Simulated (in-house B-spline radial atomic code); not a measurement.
Cd³⁺ is squeezed into an impenetrable sphere of radius R (the orbitals vanish at R). No spin polarisation. Level of theory: non-relativistic LDA VWN5, spherical fractional occupations, point nucleus; calculated with an all-electron radial atomic-structure program (B-spline basis).

Energies in eV above the free ion in [Kr] 4d9:

```tsv
R (bohr)	highest level (eV)	[Kr] 4d9	[Kr] 4d8 4f1	[Ar] 3d10 4s2 4p5 4d9 4f1	-dE/dV in [Kr] 4d9 (GPa)
8.1	-46.6	0	39.83	94.31	2.17e-06
6.28	-46.6	0.0001997	40.43	94.89	0.00141
5.34	-46.6	0.004022	41.42	95.84	0.0382
4.54	-46.6	0.04838	43.17	97.53	0.618
3.4	-45.6	1.465	49.87	104.1	32
2.96	-43.8	5.31	57.33	111.5	153
2.57	-39.8	16.84	73.22	127.8	658
2.12	-27.6	67.45	130.7	187	4120
1.64	13.8	334.5	406.8	469.3	37500
1.5	40.2	550.4	624.6	690.3	76100
```

Problem. Does [Kr] 4d8 4f1 fall below [Kr] 4d9 under compression?

Solution. No, it stays above over the whole range.

Problem. Does [Ar] 3d10 4s2 4p5 4d9 4f1 fall below [Kr] 4d9 under compression?

Solution. No, it stays above over the whole range.

The highest level is first positive in the row R = 1.64 bohr, pushed up by confinement above the zero of the free ion's potential. Each configuration is held fixed and needn't be the lowest in the sphere.
